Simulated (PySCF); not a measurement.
PySCF input for Be(NH2)(SiH3) (BeH5NSi), SMILES [NH2][Be][SiH3], TPSSh-D3(BJ)/def2-TZVP. 

```python
import numpy as np
from pyscf import gto, scf, dft
from pyscf.geomopt import geometric_solver

mol = gto.M(
    atom='''
    Be    0.58521401    0.08567907   -0.53445139
    N     1.72494961    0.24120863   -1.51432297
    H     2.38932139   -0.46442882   -1.79162729
    H     1.98833500    1.06924992   -2.02511489
    Si   -1.01810850   -0.14264125    0.89450992
    H    -1.89334551   -1.31895568    0.75146180
    H    -2.01436890    0.94029009    0.96885063
    H    -0.63192635   -0.26035478    2.31135712
    ''',
    basis='def2-TZVP',
    charge=0,
    spin=0,
    max_memory=1600,
    verbose=3,
)
mf = dft.RKS(mol, xc='tpssh').density_fit(auxbasis='def2-universal-jkfit')
mf.disp = 'd3bj'
mf.grids.level = 4
mf.conv_tol = 1e-9
mf.max_cycle = 100
mf.kernel()
grad = mf.nuc_grad_method()
grad.grid_response = mol.nao <= 150
conv, mol_eq = geometric_solver.kernel(grad, convergence_set='GAU_TIGHT', maxsteps=100)
print(mol_eq.tostring(format='xyz'))
mf.reset(mol_eq)
mf.kernel()
```

It prints:

```
[...]
   N   1.706835   0.236883  -1.498808   -0.000094  0.000394  0.000153
   H   2.356323  -0.486721  -1.772502   -0.000391  0.000234 -0.000363
   H   1.923581   1.089012  -1.996149   -0.000237  0.000053 -0.000448
  Si  -1.039123  -0.150451   0.930182    0.000088 -0.000209  0.000182
   H  -1.864713  -1.362867   0.672938   -0.000146 -0.000008 -0.000119
   H  -1.977005   1.006450   0.890777    0.000558  0.000173 -0.000704
   H  -0.568147  -0.256491   2.338531   -0.000542 -0.000018  0.000434
converged SCF energy = -362.091408517232
--------------- DFRKS_Scanner gradients ---------------
         x                y                z
0 Be     0.0000194441     0.0000186284    -0.0000157095
1 N     0.0000065080    -0.0000358431    -0.0000207726
2 H    -0.0000027521    -0.0000111774     0.0000160665
3 H    -0.0000259683     0.0000238248     0.0000223771
4 Si     0.0000401728     0.0000159546    -0.0000330536
5 H    -0.0000171896    -0.0000237083    -0.0000054301
6 H    -0.0000235335     0.0000153206     0.0000075286
7 H     0.0000033186    -0.0000029996     0.0000289937
----------------------------------------------
cycle 9: E = -362.091408517  dE = -2.02278e-07  norm(grad) = 0.000102067
Step    8 : Displace = 7.020e-04/1.309e-03 (rms/max) Trust = 3.000e-01 (=) Grad = 3.609e-05/5.441e-05 (rms/max) E (change) = -362.0914085172 (-2.023e-07) Quality = 1.269
Hessian Eigenvalues: 1.27125e-02 2.29982e-02 4.82436e-02 ... 3.41138e-01 4.63071e-01 4.77759e-01

Geometry optimization cycle 10
Cartesian coordinates (Angstrom)
 Atom        New coordinates             dX        dY        dZ
  Be   0.592345   0.074146  -0.504174    0.000024 -0.000087  0.000132
   N   1.706809   0.237118  -1.498718   -0.000026  0.000236  0.000090
   H   2.356127  -0.486656  -1.772447   -0.000196  0.000066  0.000055
   H   1.923799   1.088974  -1.996401    0.000218 -0.000037 -0.000251
  Si  -1.039192  -0.150579   0.930241   -0.000069 -0.000128  0.000059
   H  -1.864824  -1.362896   0.673033   -0.000111 -0.000029  0.000095
   H  -1.976831   1.006445   0.890607    0.000174 -0.000005 -0.000170
   H  -0.568161  -0.256506   2.338522   -0.000015 -0.000015 -0.000010
converged SCF energy = -362.091408556633
--------------- DFRKS_Scanner gradients ---------------
         x                y                z
0 Be     0.0000164967    -0.0000018187    -0.0000008189
1 N    -0.0000176855    -0.0000021419    -0.0000081606
2 H     0.0000035788    -0.0000041036     0.0000055017
3 H    -0.0000002990     0.0000037938     0.0000059590
4 Si     0.0000070786     0.0000093431    -0.0000107023
5 H    -0.0000050930    -0.0000087196    -0.0000040798
6 H    -0.0000082940     0.0000045618     0.0000029030
7 H     0.0000042174    -0.0000009149     0.0000093979
----------------------------------------------
cycle 10: E = -362.091408557  dE = -3.94009e-08  norm(grad) = 3.66813e-05
Step    9 : Displace = 2.104e-04/3.327e-04 (rms/max) Trust = 3.000e-01 (=) Grad = 1.297e-05/1.959e-05 (rms/max) E (change) = -362.0914085566 (-3.940e-08) Quality = 1.170
Hessian Eigenvalues: 1.23730e-02 2.29921e-02 4.35147e-02 ... 3.26550e-01 4.62339e-01 4.77341e-01

Geometry optimization cycle 11
Cartesian coordinates (Angstrom)
 Atom        New coordinates             dX        dY        dZ
  Be   0.592279   0.074158  -0.504207   -0.000065  0.000012 -0.000033
   N   1.706837   0.237176  -1.498671    0.000028  0.000058  0.000047
   H   2.356099  -0.486640  -1.772423   -0.000028  0.000016  0.000024
   H   1.923872   1.088962  -1.996452    0.000073 -0.000013 -0.000052
  Si  -1.039221  -0.150630   0.930249   -0.000029 -0.000051  0.000008
   H  -1.864881  -1.362904   0.673114   -0.000056 -0.000008  0.000080
   H  -1.976770   1.006433   0.890567    0.000061 -0.000012 -0.000040
   H  -0.568145  -0.256508   2.338487    0.000016 -0.000001 -0.000034
converged SCF energy = -362.091408562299
--------------- DFRKS_Scanner gradients ---------------
         x                y                z
0 Be     0.0000058366    -0.0000025292     0.0000053210
1 N    -0.0000157687     0.0000000356    -0.0000055693
2 H     0.0000056742    -0.0000010721     0.0000012615
3 H     0.0000059407     0.0000016661     0.0000003229
4 Si    -0.0000031457     0.0000036822    -0.0000005290
5 H     0.0000005941    -0.0000005130    -0.0000015998
6 H    -0.0000005866    -0.0000010628     0.0000011534
7 H     0.0000014555    -0.0000002068    -0.0000003606
----------------------------------------------
cycle 11: E = -362.091408562  dE = -5.66536e-09  norm(grad) = 2.1297e-05
Step   10 : Displace = 7.212e-05/9.766e-05 (rms/max) Trust = 3.000e-01 (=) Grad = 7.530e-06/1.672e-05 (rms/max) E (change) = -362.0914085623 (-5.665e-09) Quality = 1.444
Hessian Eigenvalues: 1.05775e-02 2.29777e-02 3.49262e-02 ... 3.49452e-01 4.60349e-01 4.77531e-01

Geometry optimization cycle 12
Cartesian coordinates (Angstrom)
 Atom        New coordinates             dX        dY        dZ
  Be   0.592249   0.074152  -0.504234   -0.000031 -0.000006 -0.000027
   N   1.706885   0.237205  -1.498618    0.000048  0.000029  0.000054
   H   2.356091  -0.486626  -1.772435   -0.000008  0.000014 -0.000012
   H   1.923863   1.088961  -1.996465   -0.000009 -0.000001 -0.000013
  Si  -1.039226  -0.150670   0.930250   -0.000005 -0.000040  0.000000
   H  -1.864930  -1.362909   0.673174   -0.000049 -0.000005  0.000060
   H  -1.976707   1.006436   0.890512    0.000063  0.000003 -0.000055
   H  -0.568155  -0.256503   2.338480   -0.000010  0.000005 -0.000007
converged SCF energy = -362.091408564776
--------------- DFRKS_Scanner gradients ---------------
         x                y                z
0 Be    -0.0000000738    -0.0000004372     0.0000058273
1 N    -0.0000067505    -0.0000007148    -0.0000076863
2 H     0.0000021302     0.0000032978     0.0000012443
3 H     0.0000053004    -0.0000018796     0.0000009389
4 Si    -0.0000054719    -0.0000004388     0.0000029069
5 H     0.0000024733     0.0000028374     0.0000001994
6 H     0.0000028410    -0.0000026290    -0.0000000023
7 H    -0.0000004487    -0.0000000358    -0.0000034282
----------------------------------------------
cycle 12: E = -362.091408565  dE = -2.47775e-09  norm(grad) = 1.63864e-05
Step   11 : Displace = 5.350e-05/8.168e-05 (rms/max) Trust = 3.000e-01 (=) Grad = 5.793e-06/1.025e-05 (rms/max) E (change) = -362.0914085648 (-2.478e-09) Quality = 1.413
Hessian Eigenvalues: 6.34375e-03 2.29802e-02 3.17647e-02 ... 3.66073e-01 4.67309e-01 4.90956e-01

Geometry optimization cycle 13
Cartesian coordinates (Angstrom)
 Atom        New coordinates             dX        dY        dZ
  Be   0.592254   0.074117  -0.504238    0.000005 -0.000035 -0.000004
   N   1.706954   0.237228  -1.498542    0.000069  0.000023  0.000076
   H   2.356092  -0.486613  -1.772487    0.000001  0.000013 -0.000051
   H   1.923795   1.088969  -1.996475   -0.000068  0.000008 -0.000009
  Si  -1.039217  -0.150704   0.930250    0.000009 -0.000035  0.000000
   H  -1.864980  -1.362911   0.673222   -0.000050 -0.000002  0.000048
   H  -1.976639   1.006451   0.890437    0.000068  0.000015 -0.000075
   H  -0.568188  -0.256490   2.338495   -0.000033  0.000013  0.000015
converged SCF energy = -362.09140856616
--------------- DFRKS_Scanner gradients ---------------
         x                y                z
0 Be    -0.0000023493     0.0000018884     0.0000030664
1 N     0.0000019785    -0.0000011614    -0.0000078303
2 H    -0.0000017305     0.0000048171     0.0000017399
3 H     0.0000019857    -0.0000035835     0.0000022810
4 Si    -0.0000039947    -0.0000038174     0.0000045300
5 H     0.0000022057     0.0000034155     0.0000011378
6 H     0.0000035262    -0.0000016040    -0.0000010241
7 H    -0.0000016216     0.0000000452    -0.0000039008
----------------------------------------------
cycle 13: E = -362.091408566  dE = -1.38346e-09  norm(grad) = 1.54615e-05
Step   12 : Displace = 6.841e-05/1.030e-04 (rms/max) Trust = 3.000e-01 (=) Grad = 5.466e-06/8.159e-06 (rms/max) E (change) = -362.0914085662 (-1.383e-09) Quality = 0.971
Hessian Eigenvalues: 4.56667e-03 2.29877e-02 3.12834e-02 ... 3.50236e-01 4.67517e-01 4.98330e-01

Geometry optimization cycle 14
Cartesian coordinates (Angstrom)
 Atom        New coordinates             dX        dY        dZ
  Be   0.592271   0.074088  -0.504230    0.000017 -0.000029  0.000008
   N   1.706999   0.237234  -1.498491    0.000045  0.000006  0.000051
   H   2.356101  -0.486612  -1.772528    0.000008  0.000001 -0.000041
   H   1.923740   1.088972  -1.996483   -0.000055  0.000003 -0.000008
  Si  -1.039209  -0.150708   0.930245    0.000008 -0.000004 -0.000005
   H  -1.864998  -1.362910   0.673233   -0.000018  0.000001  0.000011
   H  -1.976628   1.006459   0.890409    0.000011  0.000008 -0.000028
   H  -0.568205  -0.256476   2.338508   -0.000017  0.000014  0.000013
converged SCF energy = -362.09140856719
--------------- DFRKS_Scanner gradients ---------------
         x                y                z
0 Be    -0.0000026700     0.0000020832     0.0000015367
1 N    -0.0000016310    -0.0000005387     0.0000000796
2 H     0.0000021323    -0.0000010284    -0.0000011821
3 H     0.0000014035     0.0000013235    -0.0000008922
4 Si     0.0000001685    -0.0000032266     0.0000015956
5 H     0.0000002642     0.0000014690     0.0000010135
6 H     0.0000017074     0.0000000136    -0.0000008498
7 H    -0.0000013749    -0.0000000956    -0.0000013014
----------------------------------------------
cycle 14: E = -362.091408567  dE = -1.0304e-09  norm(grad) = 7.19561e-06
Step   13 : Displace = 3.960e-05/6.696e-05 (rms/max) Trust = 3.000e-01 (=) Grad = 2.544e-06/3.719e-06 (rms/max) E (change) = -362.0914085672 (-1.030e-09) Quality = 1.707
Hessian Eigenvalues: 4.83717e-03 2.29849e-02 3.03438e-02 ... 3.30363e-01 4.69101e-01 5.48582e-01

Geometry optimization cycle 15
Cartesian coordinates (Angstrom)
 Atom        New coordinates             dX        dY        dZ
  Be   0.592273   0.074086  -0.504236    0.000002 -0.000002 -0.000006
   N   1.707012   0.237231  -1.498477    0.000013 -0.000003  0.000014
   H   2.356099  -0.486622  -1.772520   -0.000001 -0.000010  0.000008
   H   1.923732   1.088964  -1.996482   -0.000009 -0.000008  0.000000
  Si  -1.039211  -0.150691   0.930236   -0.000003  0.000016 -0.000009
   H  -1.864985  -1.362910   0.673218    0.000013 -0.000000 -0.000015
   H  -1.976661   1.006458   0.890426   -0.000033 -0.000002  0.000017
   H  -0.568188  -0.256468   2.338499    0.000017  0.000009 -0.000009
converged SCF energy = -362.091408567436
--------------- DFRKS_Scanner gradients ---------------
         x                y                z
0 Be    -0.0000004888     0.0000012018    -0.0000003226
1 N    -0.0000009133    -0.0000007400     0.0000005015
2 H     0.0000006218    -0.0000007847    -0.0000002671
3 H     0.0000002407     0.0000012395    -0.0000001718
4 Si     0.0000012460    -0.0000016652    -0.0000001059
5 H    -0.0000004952     0.0000001532     0.0000003227
6 H     0.0000002129     0.0000007586    -0.0000003430
7 H    -0.0000004241    -0.0000001632     0.0000003862
----------------------------------------------
cycle 15: E = -362.091408567  dE = -2.45677e-10  norm(grad) = 3.45275e-06
Step   14 : Displace = 1.991e-05/3.727e-05 (rms/max) Trust = 3.000e-01 (=) Grad = 1.221e-06/2.082e-06 (rms/max) E (change) = -362.0914085674 (-2.457e-10) Quality = 1.166
Hessian Eigenvalues: 4.83717e-03 2.29849e-02 3.03438e-02 ... 3.30363e-01 4.69101e-01 5.48582e-01
Converged! =D

8
XYZ from PySCF
Be          0.59227313        0.07408613       -0.50423552
N           1.70701173        0.23723068       -1.49847723
H           2.35609926       -0.48662234       -1.77252010
H           1.92373159        1.08896404       -1.99648239
Si         -1.03921140       -0.15069139        0.93023567
H          -1.86498488       -1.36290997        0.67321753
H          -1.97666051        1.00645755        0.89042645
H          -0.56818817       -0.25646752        2.33849852
converged SCF energy = -362.091408567463
```

Self-consistency was reached.
